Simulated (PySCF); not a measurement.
Exercise with solution: oscillator strength and radiative lifetime

Al(F)2(SH) (AlF2HS), SMILES [F][Al]([F])[SH].

Geometry optimised at B3LYP-D3(BJ)/def2-SVP. Other conformers were not sampled.

TDA-M06-2X/def2-SVPD (PySCF) puts the first singlet state with f over 0.02 at 5.78 eV (vertical), with the transition dipole (0.000, 0.000, 0.674) in atomic units.

Task: Find the oscillator strength, the wavelength and the radiative lifetime that this transition would have in vacuum if emission retraced absorption.

Result: 
|μ|² = 0.4543 au, so |μ| = 1.71 D. ΔE = 5.78/27.211 = 0.2124 hartree. f = (2/3) ΔE |μ|² = 0.064 (the program prints 0.064).
λ = 1239.84/5.78 = 215 nm; ν = 46619 cm⁻¹.
Einstein's coefficient A = 0.6670 ν² f s⁻¹ (ν in cm⁻¹) = 9.3e7 s⁻¹, so τ = 1/A = 11 ns. This state is S1. The figure is the radiative limit of this one transition; relaxation, internal conversion, crossing to triplets and a medium change what is measured.
